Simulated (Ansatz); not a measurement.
System: sum formula TaO4H3, charge 0, multiplicity 1. 
Geometry from a B3LYP-D3(BJ)/def2-TZVP (Ansatz, an electronic-structure program) optimisation:
SMILES: [OH][Ta]([OH])(=[O])[OH]
```xyz
8

Ta     0.0101     0.0075    -0.0094
O      1.1255     0.8388    -1.0427
O      0.9901    -0.9422     1.3418
H      1.9355    -1.0025     1.4945
O     -1.0177    -1.2305    -1.0574
H     -0.9866    -1.4222    -1.9972
O     -1.1595     1.2879     0.8155
H     -1.1928     2.2430     0.7286
```

Property: atomisation energy (electronic, to ground-state atoms), in kJ/mol. Cores are frozen in the correlated levels unless marked. UHF or UKS for open shells. No spin-orbit coupling. Frozen are the shells of the preceding noble gas and the d and f shells that filled before the atom's block. Past Kr the def2 sets carry scalar-relativistic core potentials. The coupled-cluster limit lacks core correlation, which all-electron functionals hold. Basis-set limits of correlation are two-point, X^-3; Hartree-Fock from the larger set. [CCSD(T)-MP2]/basis is that difference in the basis named.

```csv
level,program,atomisation energy (kJ/mol),minus last row,rough core time
HF/def2-SVP,Ansatz,2356.0,-1358.8,-
r2SCAN/def2-TZVPD,Ansatz,3713.7,-1.1,under 20 s
r2SCAN0-D4/def2-TZVPD,Ansatz + dftd4,3546.4,-168.4,under 20 s
B2PLYP-D4/def2-TZVPD,Ansatz + dftd4,3671.7,-43.1,under 20 s
"RI-MP2/CBS(def2-TZVPP,def2-QZVPP)",Ansatz,3897.7,182.9,26 s
CCSD(T)/def2-SVPD,Ansatz,3498.4,-216.4,40 s
"RI-MP2/CBS(def2-TZVPPD,def2-QZVPPD)+[CCSD(T)-MP2]/def2-TZVPPD",Ansatz,3714.8,0.0,4 min
```

Core times are rough, on shared machines, summed over the molecules involved; a dash marks a level read off another run, or run on other hardware, by another program or under a memory cap.
